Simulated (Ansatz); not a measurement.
Ansatz (a program for electronic structure) input (MP2/cc-pCVQZ): A basis named .json is the Basis Set Exchange file of that set (core-valence sets with the plain set on hydrogen).

Ansatz 0.2 input:
```yaml
crystal:
  periodic: [false, false, false]
  atoms:
    - {symbol: C, position_ang: [0.00000000, 0.00000000, 0.00000000]}
basis:
  gaussian:
    orbitals: cc-pCVQZ.json
magnetization: {spin_polarized: true, initial_magnetization: 2}
correlation: {method: mp2, electrons: outside_noble_gas}
scf: {lower_state_search: full}
```

Output:

```
Functional definition: HF
integrals: 0.03 GiB planned
540 factors; integrals over basis functions are off by at most 1.8e-4 eV
mean field: 0.13 GiB planned
mean field evaluation 1: about -1025.3302 eV, gradient 6.7e0 eV
mean field evaluation 2: about -1025.3307 eV, gradient 6.7e0 eV
mean field evaluation 4: about -1025.6866 eV, gradient 3.4e-1 eV
mean field evaluation 8: about -1025.6880 eV, gradient 2.0e-4 eV
mean field evaluation 16: about -1025.6880 eV, gradient 4.3e-5 eV
mean field evaluation 32: about -684.2151 eV, gradient 8.2e1 eV
mean field evaluation 64: about -1019.4748 eV, gradient 5.3e0 eV
mean field -1025.68800919 eV, -37.6933391014 hartree, gradient 1.6e-6 eV, S^2 2.010127; 6 other end points of the search recorded, 0 dependent functions left out
1 core orbitals not correlated
reference -1025.68800919 eV, -37.6933391014 hartree; 3, 1 occupied and 80, 82 virtual orbitals, 540 factors
second order -1.97800466 eV of doubles, -0.00000000 eV of singles
Total energy: -1027.66601384 eV, -37.7660294317 hartree
```
